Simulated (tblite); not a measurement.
Species: C3H9AsSi.
Numbering: `[CH2:1]=[CH:2][SiH2:3][AsH:4][CH3:5]` (hydrogens: H6, H7 on C1; H8 on C2; H9, H10 on Si3; H11 on As4; H12, H13, H14 on C5)

Computed with GFN2-xTB (tblite), gas phase: L-BFGS steps from a force-field or distance-geometry start until the largest atomic force falls under 0.01 eV/Å.

Step 127: E = -409.7070 eV
```
atom  x, y, z in Å  |  force x, y, z in eV/Å
C1      2.7067   -0.2646    0.0678   -0.011  -0.018  -0.040
C2      2.0144    0.5081   -0.7519   -0.044   0.015  -0.001
Si3     0.1366    0.6968   -0.6830   -0.006  -0.005  -0.013
As4    -0.9012   -1.1905    0.2112   -0.031   0.044  -0.001
C5     -2.6453   -0.3046    0.5201    0.052  -0.009  -0.024
H6      2.2162   -0.8561    0.8314    0.010  -0.007  -0.012
H7      3.7818   -0.3551    0.0195   -0.002  -0.011   0.028
H8      2.5477    1.0780   -1.5028   -0.016   0.002   0.026
H9     -0.1662    1.9549    0.0272    0.021   0.026   0.034
H10    -0.3456    0.9207   -2.0620    0.016  -0.027  -0.003
H11    -0.3817   -0.9375    1.6044   -0.007   0.032   0.001
H12    -2.5499    0.5913    1.1311    0.020  -0.004   0.003
H13    -3.0698   -0.0170   -0.4421   -0.013  -0.038   0.004
H14    -3.3444   -0.9848    1.0071    0.011  -0.001  -0.003
```

Step 128: E = -409.7077 eV
```
atom  x, y, z in Å  |  force x, y, z in eV/Å
C1      2.6997   -0.2682    0.0672   -0.004  -0.011  -0.039
C2      2.0111    0.5116   -0.7486   -0.047   0.002  -0.006
Si3     0.1334    0.6980   -0.6879   -0.002  -0.003   0.016
As4    -0.8953   -1.1889    0.2159   -0.040   0.030  -0.026
C5     -2.6406   -0.3052    0.5223    0.061   0.006  -0.026
H6      2.2070   -0.8651    0.8246    0.001  -0.011  -0.003
H7      3.7747   -0.3583    0.0227    0.009  -0.013   0.025
H8      2.5470    1.0847   -1.4944   -0.004   0.017   0.017
H9     -0.1734    1.9559    0.0224    0.020   0.020   0.017
H10    -0.3445    0.9134   -2.0690    0.011  -0.020  -0.007
H11    -0.3729   -0.9281    1.6047   -0.004   0.036   0.021
H12    -2.5444    0.5881    1.1378    0.004  -0.022   0.002
H13    -3.0590   -0.0109   -0.4406   -0.018  -0.039   0.005
H14    -3.3434   -0.9875    1.0009    0.013   0.009   0.004
```

**Question.** Estimate the geometry and energy of step 129. (The exact step hangs on the optimiser's Hessian estimate; all steps are aligned on step 128, rigid shifts and turns removed.)

**Answer.** E = -409.7085 eV, largest force 0.072 eV/Å
```
atom  x, y, z in Å  |  force x, y, z in eV/Å
C1      2.6916   -0.2729    0.0668    0.010  -0.015  -0.013
C2      2.0065    0.5156   -0.7432   -0.021   0.001  -0.036
Si3     0.1291    0.6997   -0.6938    0.005   0.015   0.039
As4    -0.8900   -1.1861    0.2164   -0.035  -0.006  -0.034
C5     -2.6345   -0.3054    0.5241    0.066   0.023  -0.018
H6      2.1968   -0.8775    0.8177    0.004   0.001  -0.020
H7      3.7675   -0.3608    0.0279   -0.007  -0.015   0.019
H8      2.5461    1.0944   -1.4827   -0.008   0.016   0.031
H9     -0.1799    1.9585    0.0171    0.018   0.005  -0.010
H10    -0.3437    0.9030   -2.0782    0.009  -0.006  -0.004
H11    -0.3633   -0.9198    1.6016   -0.004   0.036   0.033
H12    -2.5371    0.5859    1.1417   -0.002  -0.013   0.012
H13    -3.0519   -0.0075   -0.4371   -0.029  -0.033  -0.022
H14    -3.3380   -0.9876    0.9995   -0.006  -0.010   0.023
```

The energy changes by -0.0008 eV. The first-order estimate −F·Δx gives -0.0012 eV and the mean of the old and new forces, exact on a quadratic surface, -0.0008 eV. The step makes an angle of 77° with the force vector and moves no atom by more than 0.017 Å.

The cost below is that of the whole relaxation. Time: 1.2 s. Hardware: one thread, Arm Neoverse V1 (aarch64), shared host.
